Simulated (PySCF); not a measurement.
All of these have the formula C7H13B. Level of theory: TDDFT B3LYP/def2-SVPD, vertical, gas phase, core orbitals frozen in the response (PySCF). Geometries: PBE0-D3(BJ)/def2-SVP; one conformer of each isolated species. Triplets are in the Tamm–Dancoff approximation.

Question: Rank by computed lowest singlet excitation energy, lowest first.
A. `C=CC[C@H]1CBCC1`
B. `BC(=C)C(=C)CCC`
C. `B[C@@H]1C[C@@H]2CCC[C@@H]21`
D. `BC[C@H]1CCC(=C)C1`
E. `C1CCCCB1C=C`

Answer: B (4.00 eV), D (4.62 eV), E (4.76 eV), C (5.15 eV), A (5.51 eV).

```tsv
SMILES	S1 (eV)	f (S1)	T1 (eV)	HOMO (eV)	α (au)	S1 mainly
BC(=C)C(=C)CCC	4.00	0.043	–	-6.72	104.1	H→L (91%)
BC[C@H]1CCC(=C)C1	4.62	0.001	4.11	-6.70	97.8	H→L (100%)
C=CB1CCCCC1	4.76	0.003	3.79	-7.49	97.1	H→L (94%)
B[C@@H]1C[C@@H]2CCC[C@@H]21	5.15	0.001	4.77	-7.79	91.4	H→L (95%)
C=CC[C@H]1CBCC1	5.51	0.000	4.42	-7.12	97.6	H→L (95%)
```

H and L stand for HOMO and LUMO; a dash means that no computed state gives the value.
